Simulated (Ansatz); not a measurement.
Cost and result up the ladder for Zn(NH2)2 (ZnN2H4) (7 atoms). Charge 0, multiplicity 1. Geometry: PBE-D4/def2-TZVP.

| atom | x (Å) | y (Å) | z (Å) |
| --- | --- | --- | --- |
| Zn1 | -0.0033 | -0.0429 | 0.0290 |
| N2 | 0.7663 | 0.7379 | 1.4880 |
| H3 | 1.2997 | 1.5860 | 1.2942 |
| H4 | 0.1286 | 0.9483 | 2.2567 |
| N5 | -0.7897 | -1.0234 | -1.2942 |
| H6 | -0.1929 | -1.7294 | -1.7268 |
| H7 | -1.2088 | -0.4765 | -2.0470 |

Ansatz on 4 threads of Intel Xeon on a shared host. Times are rough, and most runs start from the orbitals of an earlier one. ωB97M-V/def2-TZVP serves as the yardstick here, not as an exact answer. Differences are given only for rows in sets of like size (and for xTB, whose basis is part of the method), since another set adds its own error. Binding counts from free atoms at the same level (Zn singlet, N quartet, H doublet; other spins of the atoms weren't run), without zero-point energy or a counterpoise term.

The 6-31G sets use Cartesian d functions. B3LYP takes the VWN-RPA correlation. HSE06 is defined as in plane-wave codes, on full-range PBE exchange. Correlated methods freeze 11 core orbitals.

Correlated methods converge slowly with the basis.

```
                          level  functions  binding energy per atom (eV)  difference from ωB97M-V/def2-TZVP (eV)
             HSE06-D4/def2-TZVP        134                          2.94                                   -0.03
              BLYP-D4/def2-TZVP        134                          2.98                                    0.01
            r2SCAN-D4/def2-TZVP        134                          2.95                                   -0.02
             B3LYP-D4/def2-TZVP        134                          2.96                                   -0.01
             PBE0-D4/def2-TZVPD        161                          2.95                                   -0.02
                 B3LYP-D4/6-31G         55                          2.94                                       –
              ωB97M-V/def2-TZVP        134                          2.97                                    0.00
                   HF/def2-TZVP        134                          1.82                                   -1.15
                      HF/STO-3G         32                          2.29                                       –
            revPBE-D4/def2-TZVP        134                          2.94                                   -0.04
                PBE-D4/def2-SVP         79                          3.02                                       –
               PBE0-D4/def2-SVP         79                          2.92                                       –
             CCSD(T)/def2-TZVPP        182                          2.87                                   -0.10
PBE0-D4/def2-TZVP (with forces)        134                          2.94                                   -0.03
```

**Question.** Estimate how long each takes.

**Answer.** HF/STO-3G 0.77 s; PBE-D4/def2-SVP 2.2 s; B3LYP-D4/6-31G 2.7 s; revPBE-D4/def2-TZVP 2.9 s; PBE0-D4/def2-SVP 2.9 s; HF/def2-TZVP 2.9 s; BLYP-D4/def2-TZVP 3.6 s; r2SCAN-D4/def2-TZVP 4 s; PBE0-D4/def2-TZVPD 4.2 s; B3LYP-D4/def2-TZVP 4.2 s; HSE06-D4/def2-TZVP 4.4 s; PBE0-D4/def2-TZVP (with forces) 5.5 s; ωB97M-V/def2-TZVP 8.5 s; CCSD(T)/def2-TZVPP 50 s. On shared hardware such times vary by a factor of up to 3.
